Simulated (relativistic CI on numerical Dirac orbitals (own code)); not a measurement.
## Energy levels of Cs40+

Calculated at this level of theory: Dirac-Coulomb-Breit CI, separate exchange-only KLI orbitals for each configuration, a model potential for QED, unscaled Slater integrals (own radial code, finite nucleus).

Configurations in the expansion (outside the closed core [Ne]): 3s²3p³, 3s3p⁴, 3s²3p²3d, 3p⁵, 3s3p³3d, 3p⁴3d, 3s3p²3d², 3s²3p3d4p, 3p⁴4s, 3s3p²3d4s, 3p⁴4p, 3s²3p²4s, 3s²3p²4p, 3p³3d4p, 3s²3p²4d, 3s3p³4s, 3s²3p²4f, 3s3p³4p, 3s3p³4d, 3s3p³4f, 3s²3p²5s, 3s²3p²5p, 3s²3p4s4p, 3s²3p²5d, 3s²3p²5f, 3s²3p²5g, 3s3p²4s², 3s3p³5s, 3s²3p3d², 3s²3d³, 3s3p3d³, 3s²3d²4s, 3s²3d²4p, 3s²3d²4d, 3p³3d², 3p²3d³, 3p²3d²4s, 3p²3d²4p, 3p²3d²4d, 3s²3p3d4s, 3s3p3d²4s, 3s²3d4s², 3s²3d4s4p, 3s²3d4s4d, 3s3p²3d4p, 3s3p3d²4p, 3s3p3d4s4p, 3s3p3d4p², 3s3p3d4p4d, 3p³3d4s, 3p²3d4s², 3p²3d4s4p, 3p²3d4s4d, 3s²3p4s², 3s3p3d4s², 3s²4s²4p, 3s²4s²4d, 3s²3p4p², 3s²3d4p², 3s²4s4p², 3s²4p³, 3s²4p²4d, 3s3p²4s4p, 3s3p4s²4p, 3s3p4s4p², 3s3p4s4p4d. Double excitations out of closed p, d and f shells are left out; levels of such configurations are missing from the list, as are those of other unlisted configurations, and high levels can miss mixing partners. These lack a partner that the ground configuration has and come out too high: 3s²3p²4f, 3s3p³4d, 3s3p³4f, 3s²3p²5s, 3s²3p²5p.

The lowest level is 3s²3p³ ²P°3/2, with 44 % of that term; Hund's rules for 3s²3p³ give ⁴S° with J = 3/2, of which the calculation keeps J, while another term leads.

| No. | Configuration | Term | J | E (eV) | % | Next component (%) |
| --- | --- | --- | --- | --- | --- | --- |
| 1 | 3s²3p³ | ²P° | 3/2 | 0.000 | 44 | 30 ⁴S° |
| 2 | 3s²3p³ | ⁴S° | 3/2 | 77.873 | 52 | 45 ²D° |
| 3 | 3s²3p³ | ²D° | 5/2 | 86.375 | 98 | 1 3s3p³3d ²D° |
| 4 | 3s²3p³ | ²P° | 1/2 | 96.903 | 98 | 1 3s²3p3d² ²P° |
| 5 | 3p²(3P)3d | ⁴F | 3/2 | 155.879 | 37 | 34 ²D |
| 6 | 3s²3p³ | ²P° | 3/2 | 175.921 | 53 | 28 ²D° |
| 7 | 3s3p⁴(3P) | ⁴P | 5/2 | 176.360 | 32 | 16 3s²3p²3d ²D |
| 8 | 3s3p⁴(3P) | ⁴P | 5/2 | 194.755 | 39 | 15 3s²3p²3d ⁴F |
| 9 | 3s3p⁴(1S) | ²S | 1/2 | 208.952 | 47 | 35 ⁴P |
| 10 | 3s3p⁴(1D) | ²D | 3/2 | 209.910 | 27 | 25 ²P |
| 11 | 3p²(1D)3d | ²F | 5/2 | 233.345 | 48 | 44 ⁴F |
| 12 | 3p²(3P)3d | ⁴F | 3/2 | 234.274 | 30 | 30 ⁴D |
| 13 | 3p²(3P)3d | ⁴D | 1/2 | 234.826 | 77 | 16 ²P |
| 14 | 3p²(1D)3d | ²G | 7/2 | 241.527 | 40 | 28 ⁴F |
| 15 | 3p²(3P)3d | ²P | 3/2 | 252.362 | 31 | 27 3s3p⁴ ⁴P |
| 16 | 3p²(3P)3d | ⁴D | 7/2 | 253.306 | 47 | 36 ⁴F |
| 17 | 3p²(3P)3d | ²F | 5/2 | 257.979 | 29 | 25 ²D |
| 18 | 3p²(1D)3d | ²G | 9/2 | 262.325 | 54 | 45 ⁴F |
| 19 | 3p²(1D)3d | ²D | 5/2 | 262.470 | 35 | 23 ⁴P |
| 20 | 3p²(1D)3d | ²P | 1/2 | 267.140 | 37 | 37 ⁴P |
| 21 | 3p²(3P)3d | ⁴P | 3/2 | 267.143 | 24 | 24 ²D |
| 22 | 3p²(1D)3d | ²F | 7/2 | 278.797 | 42 | 34 ²G |
| 23 | 3p²(3P)3d | ²D | 3/2 | 279.968 | 29 | 24 ⁴D |
| 24 | 3p²(3P)3d | ²F | 5/2 | 281.089 | 32 | 32 ²D |
| 25 | 3p²(1D)3d | ²S | 1/2 | 282.991 | 34 | 32 ²P |
| 26 | 3p²(3P)3d | ²D | 3/2 | 289.223 | 36 | 31 ²P |
| 27 | 3s3p⁴(1D) | ²D | 5/2 | 294.534 | 50 | 11 3s²3p²3d ⁴P |
| 28 | 3s3p⁴(3P) | ²P | 3/2 | 308.214 | 45 | 17 ²D |
| 29 | 3p²(1D)3d | ²P | 1/2 | 309.803 | 35 | 30 3s3p⁴ ²P |
| 30 | 3s3p³(4S°)<5S°>3d | ⁶D° | 5/2 | 339.435 | 31 | 27 ⁴D° |

Energies count from the lowest computed level; ° marks odd parity. Percentages are summed over parent terms; the parents shown are those of the largest component, closed shells are left out there, and <> holds an intermediate term.

The mean weight of the leading LS term, summed over parents, in these 30 levels is 44 %, and that of the leading jj configuration (from the same eigenvectors) 79 %, so jj coupling describes them better and the LS labels are nominal.

At this charge energies of transitions that change n are usually good to better than 1 %, and those within a shell (Δn = 0) to a few per cent.

LS names give the leading component of a level, which can be under half, so a name can repeat, a term be missing and a line seem to break the LS rules.
